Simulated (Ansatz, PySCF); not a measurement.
C2H5ClFNSi, SMILES C/N=C/[Si@H](F)Cl. Atoms are numbered in the order given.

```xyz
11

C     -3.2891    -0.5340     0.0756
N     -1.9457    -0.4833    -0.4248
C     -0.9812    -0.3438     0.3898
Si     0.7309    -0.2702    -0.3541
F      1.6071    -1.5248     0.1790
Cl     1.6657     1.4363     0.3150
H     -3.3636    -0.4436     1.1771
H     -3.7544    -1.4806    -0.2436
H     -3.8773     0.2701    -0.3954
H     -1.1445    -0.2558     1.4878
H      0.7059    -0.2981    -1.8306
```

Geometry: PBE0-D3(BJ)/def2-SVP. The structure was generated by enumeration; whether it is a known compound was not checked. Other conformers were not sampled.

Two levels are set side by side: PBE-D3(BJ)/def2-SVP (Ansatz, a program for electronic structure) and PBE0-D3(BJ)/def2-SVP (Ansatz). Each level has its own optimised geometry; the coordinates shown are those of the second. Frequencies come from the Hessian of PySCF at each geometry. Differences are taken from unrounded values.

```tsv
quantity	PBE0-D3(BJ)	PBE-D3(BJ)	PBE-D3(BJ) minus PBE0-D3(BJ)
mean bond length (Å)	1.415	1.427	0.011
bond C1–N2 (Å)	1.434	1.443	0.009
bond N2–C3 (Å)	1.270	1.283	0.012
bond C3–Si4 (Å)	1.868	1.879	0.011
bond Si4–F5 (Å)	1.620	1.636	0.016
bond Si4–Cl6 (Å)	2.058	2.073	0.016
bond C1–H7 (Å)	1.108	1.118	0.010
bond C1–H8 (Å)	1.102	1.111	0.009
bond C1–H9 (Å)	1.102	1.111	0.009
bond C3–H10 (Å)	1.114	1.124	0.011
bond Si4–H11 (Å)	1.477	1.490	0.013
highest harmonic wavenumber (cm⁻¹)	3138	3039	-100
mean harmonic wavenumber (cm⁻¹)	1180	1136	-44
zero-point energy (kcal/mol)	45.54	43.83	-1.71
```

Exact exchange shortens and stiffens bonds; PBE has none. Differences between two approximate levels are no errors against the true value.
